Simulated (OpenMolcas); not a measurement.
Pt6+ (d4) among equal point charges was computed by CASSCF with the d shell active (OpenMolcas, ANO-RCC-VTZP on the metal). Its lowest spin-free states, and all those of the highest spin:

```tsv
2S+1	Degeneracy	E (cm-1)
5	2	0.0
5	2	2822
5	1	3966
3	1	19856
3	2	20185
3	2	21423
3	1	22304
3	2	22496
3	2	22874
3	1	23133
3	1	23976
3	1	24836
```

Question: Is the site octahedral, tetrahedral or cube-like, axial, or of lower symmetry?

Answer: The states with 2S+1 = 5 have orbital degeneracies 2, 2, 1. There are pairs but no triples, so the site is axial: not cubic, but with a proper or improper axis of order three or more. The run had Pt6+ among 6 point charges of -1 e arranged as a trigonal antiprism (D3d), 2.06 Å from the ion, with a polar angle of 58.6° against the regular 54.74°.

Spin-orbit coupling mixes the spin-free states strongly: the lowest level takes only 31 % from its leading state, 5E. Without dynamic correlation the repulsion within the d shell is too large (B by tens of per cent), so at a given field states of lower spin stand too high. Point charges give a weaker field than real ligands, and real ions of this kind are as a rule low spin; the high spin found here belongs to the model. The ground term spreads over less than 5000 cm-1, several times less than with real ligands, so orbital moments are less quenched and χT lies further from the spin-only value than at real sites. This is an electrostatic model: the charges have no orbitals. No measured value stands beside these numbers.
